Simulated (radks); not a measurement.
Results of a calculation; reference values are marked as such.
Trend from K to Kr: ionisation energy by Delta-SCF between NIST ground configurations, and size. Level of theory: scalar-relativistic Kohn-Sham, LDA (Slater exchange, Perdew-Wang correlation), spin-polarised, spherical densities, finite nucleus; open shells are filled with parallel spins first; Fermi nuclear charge, rms radius of each element as measured or else 0.836 A^(1/3) + 0.57 fm (a radial shooting solver on a logarithmic mesh with Libxc functionals).

species,configuration,configuration of the ion,IE (eV),NIST (eV),kind,r at 0.001 e/bohr^3 (bohr)
K,[Ar] 4s1,[Ar],4.549,4.341,exp.,4.45
Ca,[Ar] 4s2,[Ar] 4s1,6.241,6.113,exp.,5.06
Sc,[Ar] 3d1 4s2,[Ar] 3d1 4s1,6.649,6.561,exp.,4.95
Ti,[Ar] 3d2 4s2,[Ar] 3d2 4s1,6.936,6.828,exp.,4.83
V,[Ar] 3d3 4s2,[Ar] 3d4,6.249,6.746,exp.,4.72
Cr,[Ar] 3d5 4s1,[Ar] 3d5,7.598,6.767,exp.,4.41
Mn,[Ar] 3d5 4s2,[Ar] 3d5 4s1,7.574,7.434,exp.,4.54
Fe,[Ar] 3d6 4s2,[Ar] 3d6 4s1,8.162,7.902,exp.,4.46
Co,[Ar] 3d7 4s2,[Ar] 3d8,7.898,7.881,exp.,4.38
Ni,[Ar] 3d8 4s2,[Ar] 3d9,7.271,7.640,exp.,4.30
Cu,[Ar] 3d10 4s1,[Ar] 3d10,8.626,7.726,exp.,4.08
Zn,[Ar] 3d10 4s2,[Ar] 3d10 4s1,9.918,9.394,exp.,4.17
Ga,[Ar] 3d10 4s2 4p1,[Ar] 3d10 4s2,6.027,5.999,exp.,4.40
Ge,[Ar] 3d10 4s2 4p2,[Ar] 3d10 4s2 4p1,8.034,7.899,exp.,4.44
As,[Ar] 3d10 4s2 4p3,[Ar] 3d10 4s2 4p2,9.947,9.789,exp.,4.36
Se,[Ar] 3d10 4s2 4p4,[Ar] 3d10 4s2 4p3,9.905,9.752,exp.,4.27
Br,[Ar] 3d10 4s2 4p5,[Ar] 3d10 4s2 4p4,12.112,11.814,exp.,4.16
Kr,[Kr],[Ar] 3d10 4s2 4p5,14.247,14.000,exp.,4.04

Reference values: NIST Atomic Spectra Database (measured). Open shells are spherical and high-spin; term and fine-structure splittings are not resolved.
